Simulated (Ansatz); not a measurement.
```yaml
crystal:
  periodic: [false, false, false]
  atoms:
    - {symbol: C, position_ang: [-0.700044, 1.226344, -0.467032]}
    - {symbol: Se, position_ang: [-0.090463, 0.257459, 1.114705]}
    - {symbol: As, position_ang: [0.877261, -1.567349, -0.049491]}
    - {symbol: H, position_ang: [-1.193923, 2.124611, -0.096908]}
    - {symbol: H, position_ang: [0.145043, 1.507999, -1.091357]}
    - {symbol: H, position_ang: [-1.411810, 0.627410, -1.030889]}
    - {symbol: H, position_ang: [2.185850, -1.580172, 0.729710]}
    - {symbol: H, position_ang: [0.280185, -2.653402, 0.835562]}
basis:
  gaussian: {orbitals: x2c-TZVPPall}
hamiltonian: {xc: {name: wB97X}}
accuracy: high
charge: 1
```

```sh
$ ansatz run in.yaml --threads 4 --pin off --events-out ev --progress --plain --max-ram 10444MiB
```

Shortened log:

```
Error: YAML parse error: error: line 16 column 1: unknown field `charge`, expected one of crystal, accuracy, basis, kpoints, hamiltonian, magnetization, projection, total_charge, correlation, batch, efield, external_charges, scf, relax, neb, saddle, md, ramp, phonons, dielectric, real_time, elastic, magnetic_configurations, gw, evaluate, workflow, output, checkpoint, execution
14 | hamiltonian: {xc: {name: wB97X}}
15 | accuracy: high
16 | charge: 1
```

Problem. Something in this input is off. What?

Solution. The input holds a key that doesn't belong there. The program refused the input.
